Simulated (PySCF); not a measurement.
C$_{2}$H$_{5}$OS, doublet, geometry from GFN2-xTB; R2SCAN/def2-SV(P) (PySCF).

Input for PySCF:
```python
from pyscf import gto, scf, dft

mol = gto.Mole()
mol.atom = '''
    C     1.165257   -0.542975    0.909223
    S     0.149343   -0.102894   -0.414836
    C    -1.504886   -0.460577    0.379339
    O     0.221054    1.343432   -0.604771
    H     1.276059   -1.598167    1.080774
    H     2.011090    0.086264    1.116413
    H    -1.616795    0.186117    1.241214
    H    -1.519501   -1.504929    0.663866
    H    -2.270990   -0.249121   -0.358088
'''
mol.basis = 'def2-sv(p)'
mol.charge = 0
mol.spin = 1
mol.verbose = 4
mol.build()

mf = dft.UKS(mol)
mf.xc = 'r2scan'
mf.grids.atom_grid = (50, 194)
mf.kernel()
```

The log (banner, timings and long lists left out):

```
PySCF version 2.14.0

[INPUT] verbose = 4
[INPUT] num. atoms = 9
[INPUT] num. electrons = 41
[INPUT] charge = 0
[INPUT] spin (= nelec alpha-beta = 2S) = 1
[INPUT] symmetry False subgroup None
[INPUT] Mole.unit = angstrom
[INPUT] Symbol           X                Y                Z      unit          X                Y                Z       unit  Magmom
[INPUT]  1 C      1.165257000000  -0.542975000000   0.909223000000 AA    2.202016594732  -1.026074042486   1.718182456155 Bohr   0.0
[INPUT]  2 S      0.149343000000  -0.102894000000  -0.414836000000 AA    0.282217368621  -0.194441479861  -0.783926426610 Bohr   0.0
[INPUT]  3 C     -1.504886000000  -0.460577000000   0.379339000000 AA   -2.843822388692  -0.870364389274   0.716846818366 Bohr   0.0
[INPUT]  4 O      0.221054000000   1.343432000000  -0.604771000000 AA    0.417731518740   2.538718546977  -1.142851558079 Bohr   0.0
[INPUT]  5 H      1.276059000000  -1.598167000000   1.080774000000 AA    2.411402028786  -3.020097931318   2.042366862551 Bohr   0.0
[INPUT]  6 H      2.011090000000   0.086264000000   1.116413000000 AA    3.800409311852   0.163015334409   2.109714811904 Bohr   0.0
[INPUT]  7 H     -1.616795000000   0.186117000000   1.241214000000 AA   -3.055299749566   0.351710157126   2.345554521976 Bohr   0.0
[INPUT]  8 H     -1.519501000000  -1.504929000000   0.663866000000 AA   -2.871440736003  -2.843903646916   1.254524923411 Bohr   0.0
[INPUT]  9 H     -2.270990000000  -0.249121000000  -0.358088000000 AA   -4.291549131626  -0.470770461878  -0.676688248493 Bohr   0.0

nuclear repulsion = 175.239791769921
number of shells = 36
number of NR pGTOs = 128
number of NR cGTOs = 70
basis = def2-sv(p)
ecp = {}

******** <class 'pyscf.dft.uks.UKS'> ********
method = UKS
initial guess = minao
damping factor = 0
level_shift factor = 0
DIIS = <class 'pyscf.scf.diis.CDIIS'>
diis_start_cycle = 1
diis_space = 8
diis_damp = 0
SCF conv_tol = 1e-09
SCF conv_tol_grad = None
SCF max_cycles = 50
direct_scf = True
direct_scf_tol = 1e-13
number electrons alpha = 21  beta = 20
XC library pyscf.dft.libxc version 7.1.2
    S. Lehtola, C. Steigemann, M. J. T. Oliveira, and M. A. L. Marques,  SoftwareX 7, 1–5 (2018)
XC functionals = r2scan
    J. W. Furness, A. D. Kaplan, J. Ning, J. P. Perdew, and J. Sun,  J. Phys. Chem. Lett. 11, 8208–8215 (2020)
    J. W. Furness, A. D. Kaplan, J. Ning, J. P. Perdew, and J. Sun,  J. Phys. Chem. Lett. 11, 9248–9248 (2020)
    J. W. Furness, A. D. Kaplan, J. Ning, J. P. Perdew, and J. Sun,  J. Phys. Chem. Lett. 11, 8208–8215 (2020)
    J. W. Furness, A. D. Kaplan, J. Ning, J. P. Perdew, and J. Sun,  J. Phys. Chem. Lett. 11, 9248–9248 (2020)
radial grids:
    Treutler-Ahlrichs [JCP 102, 346 (1995); DOI:10.1063/1.469408] (M4) radial grids

becke partition: Becke, JCP 88, 2547 (1988); DOI:10.1063/1.454033
pruning grids: <function nwchem_prune>
grids dens level: 3
symmetrized grids: False
atomic radii adjust function: <function treutler_atomic_radii_adjust>
User specified grid scheme (50, 194)
small_rho_cutoff = 0
Set gradient conv threshold to 3.16228e-05
tot grids = 59136
init E= -552.569511949505

cycle= 1 E= -551.962348139215  delta_E= 0.607  |g|= 0.654  |ddm|= 2.27
cycle= 2 E= -549.764787482381  delta_E=  2.2  |g|= 2.11  |ddm|= 3.76
cycle= 3 E= -552.072757563292  delta_E= -2.31  |g|= 0.337  |ddm|=  3.5
cycle= 4 E= -552.12399144816  delta_E= -0.0512  |g|= 0.176  |ddm|= 0.656
cycle= 5 E= -552.141096845188  delta_E= -0.0171  |g|= 0.0493  |ddm|= 0.277
cycle= 6 E= -552.142392609946  delta_E= -0.0013  |g|= 0.0159  |ddm|= 0.0786
cycle= 7 E= -552.142538528479  delta_E= -0.000146  |g|= 0.0068  |ddm|= 0.0299
cycle= 8 E= -552.142567381197  delta_E= -2.89e-05  |g|= 0.00289  |ddm|= 0.0121
cycle= 9 E= -552.142572361742  delta_E= -4.98e-06  |g|= 0.000968  |ddm|= 0.00562
cycle= 10 E= -552.142572928719  delta_E= -5.67e-07  |g|= 0.000308  |ddm|= 0.00179
cycle= 11 E= -552.142572989649  delta_E= -6.09e-08  |g|= 5.17e-05  |ddm|= 0.000592
cycle= 12 E= -552.142572992718  delta_E= -3.07e-09  |g|= 2.68e-05  |ddm|= 0.000162
cycle= 13 E= -552.142572993056  delta_E= -3.39e-10  |g|= 1.14e-05  |ddm|= 4.29e-05
Extra cycle  E= -552.142572992829  delta_E= 2.27e-10  |g|= 2.38e-05  |ddm|= 4.66e-05
converged SCF energy = -552.142572992829  <S^2> = 0.75841665  2S+1 = 2.008399
```
